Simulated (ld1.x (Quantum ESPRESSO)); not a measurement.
## What one change does to a pseudopotential (caesium (Cs), TM)

ld1.x (Quantum ESPRESSO) 7.5 input, shortened:

```
&input
   title='Cs', zed=55., rel=2, dft='PZ', iswitch=3,
   config='[Xe] 5d0 6s1 6p0', rel_dist='average'
 /
 &inputp
   pseudotype=2, tm=.true., lloc=-1, rcloc=3.55,
   nlcc=.false.
 /
3
6S  1  0   1.00   0.00  3.35  3.35  0.0
6P  2  1   0.00   0.00  3.95  3.95  0.0
5D  3  2   0.00   0.00  3.90  3.90  0.0
 &test
   configts(1)='5d0 6s1 6p0'
 /
```

Open shells are filled in proportion to 2j + 1 (rel_dist='average').

All-electron outer shells of the reference configuration (LDA (PZ), scalar-relativistic, ld1.x):

```tsv
shell	level (eV)	outermost node (bohr)	outermost maximum (bohr)
5s	-26.90	0.82	1.54
5p	-13.61	0.89	1.76
6s	-2.23	2.10	4.68
6p	-0.78	2.61	6.55
5d	-0.48	1.06	3.46
```

Change: wave 6s (bound): rc 3.35 bohr becomes 6s (bound): rc 3.20 bohr.

Cutoffs: the cutoffs (Ry, on a coarse ladder) from which the occupation-weighted sum of valence levels, in a spherical-Bessel basis at the reference potential, stays within 10 and 1 mRy of its value at 400 Ry; they do not see the model core or the augmentation charge, which bear on the density cutoff. Errors are all-electron minus pseudo energies relative to the spin-unpolarised reference configuration.

Q: Predict the effect on cutoff, ghosts and configuration errors.

A: Both files are so soft that the ladder of cutoffs tells neither apart; both files keep a bound ghost (s); of the 4 tests that both files solve, the error grows in 2 and shrinks in 0 by more than 15 % and 0.3 meV (median size 50.9 → 53.3 meV).

```csv
quantity,base,changed
"cutoff, loose",6 Ry,6 Ry
"cutoff, tight",8 Ry,8 Ry
bound ghosts,s,s
"error for 5d0 6s0.5 6p0, meV [ΔE 1.55 eV]",+17,+17
"error for 5d0 6s0 6p1, meV [ΔE 1.47 eV]",+77,+75
"error for 5d1 6s0 6p0, meV [ΔE 1.72 eV]",+86,+108
"error for 5d0.5 6s0.5 6p0, meV [ΔE 0.87 eV]",+25,+31
s: phases at 4.31 bohr within 0.05 rad from the reference energy up to (Ry; the scan ends near 5),2.0,1.5
p1/2: phases at 4.31 bohr within 0.05 rad from the reference energy up to (Ry; the scan ends near 5),0.0,0.0
p3/2: phases at 4.31 bohr within 0.05 rad from the reference energy up to (Ry; the scan ends near 5),0.0,0.0
d3/2: phases at 4.31 bohr within 0.05 rad from the reference energy up to (Ry; the scan ends near 5),1.2,1.2
d5/2: phases at 4.31 bohr within 0.05 rad from the reference energy up to (Ry; the scan ends near 5),1.2,1.2
```

 A true bound ghost makes a file unfit for plane-wave use even where its test errors are small: the radial tests pick states by their node count and pass the ghost by.
